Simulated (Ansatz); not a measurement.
`C=CBBr` + CH₃NH₂ → `CNBBr` + `C=C` at 298.15 K and 1 bar (ligand exchange at a B–C bond).

Program: Ansatz. Geometries: PBE0-D4/def2-TZVP. ΔE: electronic, gas phase. CCSD(T)/CBS is the MP2 limit (def2-TZVPP, def2-QZVPP) plus CCSD(T) − MP2 in def2-TZVPP, frozen cores. This one scheme is used for every species. For Br outer-core shells are correlated without core-valence functions, which leaves a few kJ/mol of doubt a bond. Scalar relativity is left out up to krypton. Each species was taken in one conformer, which may not be the lowest.

```tsv
species	CCSD(T)/CBS energy (Eh)	H − E (kJ/mol)	S (J/(mol·K))
`C=CBBr`	-2676.63535	162.6	309.6
CH₃NH₂	-95.75281	180.0	240.4
`CNBBr`	-2693.95268	198.6	314.0
`C=C`	-78.48111	144.6	218.9
```

H − E and S are ideal-gas, rigid-rotor, harmonic terms from PBE0-D4/def2-TZVP, for one conformer and one mirror image of each species. 1 Eh = 2625.50 kJ/mol, R = 8.31446 J/(mol·K).

By hand: ΔE, ΔH, ΔS and ΔG.

ΔE = (-2693.95268) + (-78.48111) − (-2676.63535) − (-95.75281) = -0.04563 Eh = -119.8 kJ/mol. Δ(H − E) = 198.6 + 144.6 − 162.6 − 180.0 = 0.6, so ΔH = -119.2 kJ/mol. ΔS = 314.0 + 218.9 − 309.6 − 240.4 = -17.1 J/(mol·K). ΔG = -119.2 − 298.15 × (-17.1)/1000 = -114.1 kJ/mol.

By hand: the equilibrium constant, and the temperature at which ΔG would vanish if ΔH and ΔS stayed fixed.

log₁₀ K = −ΔG/(RT ln 10) = 20.0. ΔG = 0 at ΔH/ΔS = 6971 K, far beyond where these terms or the molecules hold.

ΔH outweighs TΔS. A doubt of 5 kJ/mol in ΔE shifts log₁₀ K by 0.9 here. Other conformers and mirror images would add mixing entropy, several J/(mol·K) or more a flexible species. These are equilibria of isolated gas molecules and say nothing of rates. Largest T1 diagnostic: 0.011 (customary marks: 0.02 for closed shells, 0.045 for open ones).
